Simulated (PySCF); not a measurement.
Does the structure fit the spectrum?

A compound C5H12Si gives the data below (simulated from a calculation) and was assigned the structure `C=C([SiH3])C(C)C`.

¹³C{¹H} NMR (computed): δ 148.8 (CH), 139.1 (CH2), -1.2 (CH3, 3C).

¹H NMR (300 MHz, computed): δ 6.53 (m, 1H), 6.30 (m, 1H), 5.95 (m, 1H), 0.09 (s, 9H).

All values are calculated (PySCF 2.14): PBE0/pcSseg-1 with gauge-including orbitals, geometry: GFN2-xTB. Rapidly exchanging positions averaged, non-relativistic, one computed conformer, in vacuum.

Chemical shifts δ = σref − σ; ¹H (σref 31.72), ¹³C (σref 186.93) vs TMS, all at this level.

Q: Compare with the shifts computed for the proposed structure, pairing carbons in order of shift.

A: Atom-mapped SMILES (the numbers label the heavy atoms): `[CH2:1]=[C:2]([SiH3:3])[CH:4]([CH3:5])[CH3:6]`. Each H is labelled by its parent atom.

```csv
atom,computed for proposal,given list,difference
C2,158.4,148.8,+9.6
C1,134.3,139.1,-4.8
C4,45.8,-1.2,+47.0
C5,24.2,-1.2,+25.4
C6,24.2,-1.2,+25.4
```

The rms difference is 26.8 ppm and the largest +47.0 ppm at C4 (allylic sp3 CH). The proposal also would give 4 carbon signals, not 3. The carbon types in order of shift don't match either: C, CH2, CH, CH3, CH3 for the proposal against CH, CH2, CH3, CH3, CH3 in the data. The proposal doesn't fit.

Q: Which isomer fits?

A: `C=C[Si](C)(C)C`.

1. Carbon types of the structure: 1 × CH, 1 × CH2, 3 × CH3, which accounts for all hydrogens.
2. δC 148.8: alkene CH; an sp2 carbon of a C=C bond.
3. δC 139.1: terminal =CH2 carbon; an sp2 carbon of a C=C bond.
4. δC -1.2: methyl carbon bonded to Si; an electropositive neighbour leaves it electron-rich and shielded.
5. δH 6.53: hydrogen on an alkene CH; a vinylic proton, deshielded by the sp2 carbon and the C=C anisotropy.

The data come from this structure; uniqueness wasn't tested.

Shifts are as computed. Against solution values, carbons near 30 ppm lie about +3 ppm off and those near 130 ppm about +5 ppm. Of 1211 compounds with measured shifts, 218 miss one by over three times the rms of a fit or turn the order of signals round; such compounds aren't used in these exercises. No couplings were computed; multiplicities are counted from neighbouring protons, with m where these are inequivalent, close in shift, in a saturated or five-membered ring or joined by F or P, and br s for small geminal =CH2 splittings.
